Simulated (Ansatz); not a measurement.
Isolated molecules relaxed with PBE0-D4/def2-TZVP in Ansatz; ΔE leaves out vibrations. CCSD(T)/CBS is the MP2 limit (def2-TZVPP, def2-QZVPP) plus CCSD(T) − MP2 in def2-TZVPP, frozen cores. This one scheme is used for every species. def2 core potentials past Kr. For In outer-core shells are correlated without core-valence functions, which leaves a few kJ/mol of doubt a bond. Each species was taken in one conformer, which may not be the lowest.

Reaction (hydrogenolysis of a B–Cl bond): `FB(Cl)[O][InH2]` + H₂ → `FB[O][InH2]` + HCl

| species | CCSD(T)/CBS(def2) energy (Eh) |
| --- | --- |
| `FB(Cl)[O][InH2]` | -850.71381 |
| H₂ | -1.17544 |
| `FB[O][InH2]` | -391.48685 |
| HCl | -460.38127 |

Task: Work out ΔE.

Result: ΔE = (-391.48685) + (-460.38127) − (-850.71381) − (-1.17544) = 0.02113 Eh = +55.5 kJ/mol.

Largest T1 diagnostic among the species: 0.016.

Leaving LDA and LC-ωPBE aside and taking each functional with its dispersion term where it has one, the values, not all of them listed here, spread over 10.0 kJ/mol, from CAM-B3LYP-D4 to revPBE-D4. The D4 term adds +6.0 kJ/mol with B3LYP and +3.2 kJ/mol with PBE0; it sums over pairs of atoms, weighted by their polarisabilities, and B3LYP, whose exchange is more repulsive, gets the larger term.

B3LYP here is the variant with VWN-RPA as its local correlation; programs differ in this.
